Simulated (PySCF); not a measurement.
Relaxation of quartet WOCl

Level of theory: PySCF, UPBE0, basis W def2-TZVP with ECP60, O def2-TZVP, Cl def2-TZVP (scalar-relativistic core potentials, no spin–orbit coupling, density fitting). A (50,194) grid was used.

A hand-made bent start, of Cs symmetry, held to at least that symmetry:

Coordinates in bohr (charge 0 multiplicity 4):
```
W    -0.3573    0.0000   -0.5114
O    -3.0972    0.0000    1.4071
Cl    3.2960    0.0000    2.0465
```

(1) What does it relax to?

(2) How much energy is released, and in how many steps?

## Answers

(1) It ends at Cs with W–Cl 2.302 Å, W–O 1.690 Å; Cl–W–O 142.4° (after a last refinement on a finer grid). A frequency run shows a minimum. Other isomers or separated fragments may lie lower.

(2) 62.6 kJ/mol in 7 steps.

Open d and f shells are described by one determinant, and the ground state may have another occupation or spin. No spin–orbit coupling is included, which matters more the heavier the element.

The relaxation took 15 s on 4 threads of a shared Arm Neoverse V1 host, with 108 basis functions and 8 gradients; the process peaked at 0.54 GiB. Launch command: `OMP_NUM_THREADS=4 python axn.py task.json out`.
